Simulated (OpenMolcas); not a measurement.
4d ions of charge +2 along the row

```json
{
  "Program": "OpenMolcas",
  "Method": "XMS-CASPT2, IPEA 0.25 Eh, imaginary shift 0.1 Eh",
  "Basis": "ANO-RCC-VTZP",
  "Scalar Hamiltonian": "DKH2, point nucleus",
  "Spin-orbit coupling": "state interaction with AMFI integrals over the reference wave functions, term energies averaged over their components"
}
```

Active space: the 4d shell; CASPT2 also correlates the outermost closed s and p core shells.

B and C come from two terms' centres of gravity (d2, d8: 3P = 15B, 1G = 12B + 2C; d3, d7: 4P = 15B, 2G = 4B + 3C; d4, d6: 3G = 9B + 4C, 3H = 4B + 4C; d5: 4D = 17B + 5C, 4G = 10B + 5C, above the ground term), where all their levels are at least 80 % pure. ζ = ±2S·A comes from the whole width of the ground multiplet by E(J) = (A/2) J(J+1), where its levels are at least 85 % pure. Energies in cm-1.

```
 Ion  Configuration  Lowest level  Weight (%)    B  B measured     C  C measured     ζ  ζ measured
Zr2+            4d²           ³F₂          99  530         514  2100        2006   429         425
Nb2+            4d³        ⁴F_3/2          99                                      558         554
Mo2+            4d⁴           ⁵D₀          98  646         605  2640        2431   738         749
Tc2+            4d⁵        ⁶S_5/2          99                                                     
Ru2+            4d⁶           ⁵D₄          99                                     1003         990
Rh2+            4d⁷        ⁴F_9/2          98  662              3524              1220        1235
Pd2+            4d⁸           ³F₄          99                                     1312        1339
```

Measured columns use the levels in Moore, Atomic Energy Levels, vol. II, NSRDS-NBS 35 (1971 reprint of NBS Circular 467, 1952); NIST levels as listed in Rynkun, Gaigalas and Jonsson, Astron. Astrophys. 637, A10 (2020) (Zr2+); the list in Shadmi, J. Res. Natl. Bur. Stand. 70A, 435 (1966) (Nb2+, Rh2+); Sugar and Musgrove, J. Phys. Chem. Ref. Data 17, 155 (1988) (Mo2+); Moore, Atomic Energy Levels, vol. III, NSRDS-NBS 35 (1971 reprint of NBS Circular 467, 1958) (Ru2+, Pd2+).

The computed B goes from 530 (Zr2+) to 662 cm-1 (Rh2+), a factor of 1.25, rising at every step. It departs from the measured column by +3 to +7 %. The Trees term is left out, which lowers the B read from the levels of every ion, most for d4 to d6. The pair of terms that fixes B changes along the row, so steps between ions also reflect that choice.

The computed ζ goes from 429 (Zr2+) to 1312 cm-1 (Pd2+), a factor of 3.06, rising at every step. It departs from the measured column by -2 to +1 %.

CASPT2 breaks the degeneracy within a term, and the mean is taken; among the low terms the widest spread is 3300 cm-1 (4d⁵ ²I, Tc2+). Levels of configurations with an s electron are missing; early in the row they begin among the upper levels of the d shell and mix with terms of their name. The CASPT2 spread within a term exceeds the gap to the next term for 4d³ ⁴P and 4d³ ²G, 4d³ ²D(1) and 4d³ ²H, so the order of their levels is uncertain (figures for Nb2+; the like holds for Mo2+, Tc2+, Ru2+, Rh2+, Pd2+). Computed and measured levels are paired by configuration, term and J; levels that our copy of the source lacks, or whose pairing is in doubt (as where it misses far off the trend of its configuration), stay unpaired and out of the deviations. Levels of configurations outside the active space are missing.

A number in round brackets counts repeated terms of one configuration in the order of the reference energies.
